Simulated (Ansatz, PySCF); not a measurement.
W(NH)2(F)(Cl) (ClFH₂N₂W), SMILES [NH]=[W](=[NH])([F])[Cl], multiplicity 1. Atoms are numbered in the order given.

```xyz
7

W     -0.0093     0.1939     0.0000
N     -0.9068     0.6560    -1.4286
H     -1.6959     1.0413    -1.9420
N     -0.9068     0.6560     1.4286
H     -1.6959     1.0413     1.9420
F      1.6194     1.1414     0.0000
Cl     0.1293    -2.1112     0.0000
```
Charge 0, spin multiplicity 1.

Geometry: B3LYP-D3(BJ)/def2-SVP. The multiplicity is an assumed one; no other spin state was optimised. The structure was generated by enumeration; whether it is a known compound was not checked. The def2 effective core potentials stand for the cores of W; spin–orbit coupling is left out.

Vertical ionisation energy (IE) and electron affinity (EA) in eV. Rows of orbital energies are one-electron estimates. Where ΔSCF, EOM or ADC give a negative EA the extra electron is unbound and the value depends on the basis.

```tsv
level	IE	EA
−ε(HOMO), −ε(LUMO), CAM-B3LYP/def2-TZVP (PySCF)	9.58	1.05
−ε(HOMO), −ε(LUMO), PBE/def2-TZVP (PySCF)	6.90	2.85
ΔSCF, PBE0/def2-SVPD (Ansatz), final states of multiplicity 2 and 2	…	…
ΔSCF, PBE/def2-SVPD (Ansatz), final states of multiplicity 2 and 2	9.99	0.14
```

### Question
Fill in the missing entries. (An estimate is asked for; the answer gives what the named calculation found.)

### Answer

- ΔSCF, PBE0/def2-SVPD (Ansatz, a program for electronic structure), final states of multiplicity 2 and 2, IE: 10.26
- ΔSCF, PBE0/def2-SVPD (Ansatz), final states of multiplicity 2 and 2, EA: 0.43

### Question
What vertical singlet–triplet gap does ΔSCF give with PBE0/def2-SVPD (Ansatz) and with PBE/def2-SVPD (Ansatz)? (The exact figures need the calculation; the answer reports its results.)

### Answer
3.86 and 3.98 eV (triplet above singlet where positive).
